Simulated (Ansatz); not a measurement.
The same group exchange along the group S, Se, Te.

Computed with Ansatz on PBE0-D4/def2-TZVP structures; ΔE is electronic, products minus reactants. CCSD(T)/CBS is the MP2 limit (def2-TZVPP, def2-QZVPP) plus CCSD(T) − MP2 in def2-TZVPP, frozen cores. This one scheme is used for every species. DFT in def2-TZVPP. B3LYP here is the variant with VWN-RPA as its local correlation; programs differ in this. Elements past krypton have def2 core potentials. For Se, Te outer-core shells are correlated without core-valence functions, which leaves a few kJ/mol of doubt a bond. Scalar relativity is left out up to krypton. One conformer a species, not always the lowest.

```json
{"reaction": "`N[SiH2]S` + `BF` → `N[SiH2]BF` + H₂S", "MP2/CBS(def2) (kJ/mol)": "110", "revPBE-D4 (kJ/mol)": "90", "B3LYP-D4 (kJ/mol)": "95", "CCSD(T)/def2-SVP (kJ/mol)": "87", "CCSD(T)/CBS(def2) (kJ/mol)": "98"}
{"reaction": "`N[SiH2][SeH]` + `BF` → `N[SiH2]BF` + H₂Se", "MP2/CBS(def2) (kJ/mol)": "118", "revPBE-D4 (kJ/mol)": "96", "B3LYP-D4 (kJ/mol)": "101", "CCSD(T)/def2-SVP (kJ/mol)": "94", "CCSD(T)/CBS(def2) (kJ/mol)": "106"}
{"reaction": "`N[SiH2][TeH]` + `BF` → `N[SiH2]BF` + H₂Te", "MP2/CBS(def2) (kJ/mol)": "117", "revPBE-D4 (kJ/mol)": "93", "B3LYP-D4 (kJ/mol)": "97", "CCSD(T)/def2-SVP (kJ/mol)": "91", "CCSD(T)/CBS(def2) (kJ/mol)": "102"}
```

Largest T1 diagnostic: 0.013, for `BF`.
